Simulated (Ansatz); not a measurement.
Mulliken charges of ClH₃MoN₂O (`[NH]=[Mo](=[NH])([OH])[Cl]`) from r2SCAN/def2-TZVPP in Ansatz (PBE0-D4/def2-TZVP geometry).

```tsv
atom	x (Å)	y (Å)	z (Å)	charge (e)
N1	-1.065	0.804	0.662	-0.578
Mo2	0.070	0.017	-0.362	1.457
N3	1.639	0.096	0.331	-0.613
O4	-0.396	-1.800	-0.517	-0.511
Cl5	0.109	1.136	-2.350	-0.352
H6	-1.301	1.360	1.474	0.186
H7	2.326	0.407	1.004	0.183
H8	-1.290	-2.077	-0.297	0.227
```

Task: By hand: the dipole of these point charges (1 e Å = 4.8032 D).

Result: Σ q r = (-0.232, -0.123, 0.369) e Å, of length 0.453 e Å = 2.18 D.

Task: How does the dipole of the full density compare? (An estimate is asked.)

Result: Computed: (-0.183, -0.008, 0.623) e Å, 3.12 D; the point charges give 0.70 times that, at 22° from its direction.

Point charges leave out the atoms' own dipoles, such as those of lone pairs, and Mulliken's split depends on the basis, so the two needn't agree.
